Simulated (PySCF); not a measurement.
System: C$_{2}$H$_{3}$O, charge -1, multiplicity 1. It need not be the lowest isomer of its formula. Whether it binds its extra electron was not tested at this geometry. SMILES: OC=[CH-]
Structure (B3LYP-D3(BJ)/def2-TZVP (Ansatz) minimum search):
```
C
C 1 1.3253
H 1 1.0978 2 131.68
H 2 1.1048 1 110.37 3 0.00
O 1 1.4311 3 106.38 2 180.00
H 5 0.9725 1 100.08 3 180.00
```
Charge -1, spin multiplicity 1.

Dispersion corrections to the total energy (kcal/mol) from the dftd3 and dftd4 libraries through PySCF: D3(BJ) without and D4 with the three-body term, each with the damping fitted for the functional named.

| functional | D3(BJ) | D4 |
|---|---|---|
| PBE | -1.68 | -1.97 |
| B3LYP | -2.85 | [?] |
| BP86 | -2.45 | [?] |
| HF | -16.62 | [?] |
| B2PLYP | -1.25 | -1.36 |
| HSE06 | -0.95 | -1.47 |
| r2SCAN | -0.42 | -0.46 |

### Question
Some entries are withheld; supply them.

### Answer

- B3LYP, D4: -3.17
- BP86, D4: -2.48
- HF, D4: -8.46
